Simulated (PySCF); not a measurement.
## Relaxation of singlet SnO(OH)₂

Method: PBE0/[Sn def2-SVP with ECP28, O def2-SVP, H def2-SVP], scalar-relativistic core potentials, density fitting, no spin–orbit coupling, PySCF. A (50,194) grid was used.

A hand-made T-shaped (ligand arrangement 2) (heavy-atom frame) start, with no symmetry imposed:

Coordinates in bohr (charge 0 multiplicity 1):
```
Sn    0.0663   -0.0082   -0.4161
O     3.5981   -0.0082   -0.2927
O     0.0663   -0.0082    3.4201
O    -3.7675   -0.0082   -0.2823
H    -1.3234   -0.0082    4.5862
H    -4.9329    1.3815   -0.2415
```

Task: What forces act on the atoms at the start (eV/Å)?

Result: 
| atom | Fx | Fy | Fz |
| --- | --- | --- | --- |
| Sn1 | -0.93 | 0.47 | 3.67 |
| O2 | -0.16 | -0.06 | -1.59 |
| O3 | 0.35 | -0.03 | -0.64 |
| O4 | 0.86 | -0.93 | -0.77 |
| H5 | -0.46 | -0.05 | -0.40 |
| H6 | 0.34 | 0.59 | -0.26 |

Task: What does it relax to?

Result: It ends at Cs with O–H 0.967 Å (×2), Sn–O 1.838 Å, Sn–O 1.960 Å, Sn–O 1.974 Å; H–O–Sn 109.1°, H–O–Sn 112.1°, O–Sn–O 97.4°, O–Sn–O 130.0°, O–Sn–O 132.6° (after a last refinement on a finer grid). The frequency run here used a shortcut that can spoil soft modes, so no verdict on minimum or saddle point is given. Other isomers or separated fragments may lie lower.

Task: How much energy is released, and in how many steps?

Result: 161.1 kJ/mol in 36 steps.

The relaxation took 59 s on 2 threads of a shared Arm Neoverse V2 host, with 78 basis functions and 40 gradients; the process peaked at 0.68 GiB.
